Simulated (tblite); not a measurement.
Compound: C₆H₃O (doublet state).
Cartesian coordinates in Å at the GFN2-xTB level; atoms count from 1:
```xyz
10
C6H3O angstrom
C      2.809    0.075   -0.192
C      1.621   -0.106   -0.211
C      0.232   -0.276   -0.205
C     -0.541   -1.240   -0.781
O     -1.831   -1.076   -0.562
C     -1.957    0.041    0.191
C     -0.733    0.574    0.442
H      3.848    0.220   -0.185
H     -2.946    0.340    0.474
H     -0.493    1.453    1.005
```

Structure optimised with GFN2-xTB, isolated species. This method treats the open shell by occupation alone, without spin polarisation.

Masses are those of the commonest isotopes; rigid-rotor values at the optimised geometry. 

(1) What are A, B and C (MHz)?

(2) Classify the top.

(3) Is it planar, by Δ = Ic − Ia − Ib?

Results:

(1) Ia = 47.82, Ib = 262.57, Ic = 310.39 u·Å²; 505379 MHz·u·Å²/I gives A = 10567, B = 1925, C = 1628 MHz.

(2) A near-prolate asymmetric top. Ray's parameter κ = (2B − A − C)/(A − C) = -0.934; −1 is the prolate and +1 the oblate limit.

(3) Planar: Δ = Ic − Ia − Ib = 0.00 u·Å². For a rigid frame Δ = −2 Σ m c², so it vanishes when all atoms lie in the ab plane; here none is more than 0.01 Å from it.

For this open shell read J as N, the rotation without spin; fine and hyperfine splittings come on top. Its GFN2-xTB frequencies are all real (lowest 148 cm⁻¹). These are rigid-rotor constants of the computed structure; measured ground-state constants (B0) also hold zero-point vibration.

On one thread, Arm Neoverse V1 (aarch64), shared host with 32 logical CPUs at a one-minute load of 20, this took 0.11 s. These figures are those of the optimisation.
